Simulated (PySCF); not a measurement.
Level of theory: M06-2X/def2-TZVP (PySCF 2.14.0). Gas-phase values, no solvent. Delta-SCF ions had no search for a lower state. 

Reference species (SMILES): `[AlH3]` (neutral, multiplicity 1).

The HOMO comes out as -9.73 eV, the vertical ionisation energy (Delta-SCF) comes out as 11.28 eV and the HOMO–LUMO gap is 8.54 eV. The LUMO is -1.19 eV.

Changed species: `[CH3][AlH][CH3]` (2 of 3 H replaced by CH3; the reference has 0 of 3 H replaced by CH3).

Question: Predict the effect on the HOMO, vertical ionisation energy (Delta-SCF), HOMO–LUMO gap and LUMO.

Answer: the HOMO increases by 0.83 eV, to -8.90 eV; the vertical ionisation energy (Delta-SCF) falls by 1.23 eV, to 10.05 eV; the HOMO–LUMO gap goes up by 0.03 eV, to 8.57 eV; the LUMO increases by 0.86 eV, to -0.33 eV.
